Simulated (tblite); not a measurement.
A tight-binding relaxation on `C#CC#[C][GeH2][N](C)C=O`.

Computed with GFN2-xTB geometry optimisation, gas phase (tblite 0.8.0). Start geometry: from a force field or distance geometry. The input is one job of a driver script: a line of settings, then coordinates in Å.

Command:
```bash
OMP_NUM_THREADS=1 python probes_run.py task.json out
```

Input:
```
{"job": {"kind": "relax", "xc": "GFN2-xTB", "basis": "xTB"}, "charge": 0, "multiplicity": 1}
C      4.865300    -0.374400     0.201900
C      3.688100    -0.120000     0.413300
C      2.335500     0.149600     0.706600
C      1.157300     0.378500     0.924500
Ge    -0.678200     0.700400     1.326600
N     -1.633300     0.324100    -0.247400
C     -0.925400    -0.128900    -1.456700
C     -3.056200     0.477200    -0.295600
O     -3.651800     0.863700     0.749100
H      5.880900    -0.595000    -0.006300
H     -1.199600    -0.130100     2.499800
H     -0.878000     2.204500     1.714200
H     -0.040900     0.517300    -1.632700
H     -1.615900    -0.044900    -2.328700
H     -0.659600    -1.193700    -1.371600
H     -3.595900     0.248100    -1.208300
```

Give the output.

```
step      E/eV     max force
  0    -685.21055    4.438
  1    -685.46811    3.675
  2    -685.56991    1.938
  3    -685.60640    1.641
  4    -685.64680    0.883
  5    -685.67241    0.874
  6    -685.69750    1.180
  7    -685.72851    0.448
  8    -685.74835    0.353
  9    -685.76003    0.301
... (33 lines left out)
 43    -685.86008    0.019
 44    -685.86010    0.010
 45    -685.86012    0.013
 46    -685.86013    0.015
 47    -685.86015    0.012
 48    -685.86017    0.011
 49    -685.86019    0.011
 50    -685.86021    0.013
 51    -685.86023    0.013
 52    -685.86025    0.009
```

«max force» is the largest atomic force in eV/Å.

From which step on does the largest force stay under 0.1 eV/Å, and how much energy is left to gain from there?

From step 24 (0.089 eV/Å), 2.6 meV above the end.

Main results: energy lowered by 15.0 kcal/mol over 52 steps; largest atomic force 0.009 eV/Å at the end.

Give the final coordinates.

0.166 Å rms from the input after alignment:
```
atom  x, y, z in Å
C1     4.7105   -0.3419    0.2156
C2     3.5578   -0.0989    0.4693
C3     2.2532    0.1662    0.7405
C4     1.0849    0.4000    0.9752
Ge5   -0.7502    0.7402    1.3422
N6    -1.5434    0.3073   -0.3216
C7    -0.9303   -0.1612   -1.5394
C8    -2.8461    0.4962   -0.1775
O9    -3.2874    0.8773    0.8952
H10    5.7159   -0.5508    0.0027
H11   -1.2305   -0.2108    2.3875
H12   -0.9510    2.1941    1.6161
H13   -0.0238    0.4117   -1.7363
H14   -1.6198   -0.0400   -2.3761
H15   -0.6579   -1.2162   -1.4551
H16   -3.4895    0.3035   -1.0497
```

The run took 0.31 s wall on one thread, Arm Neoverse V2 (aarch64), no GPU, shared host with 32 logical CPUs at a one-minute load of 4.1.
Labels such as C1 count atoms from 1, the log's own numbers from 0.
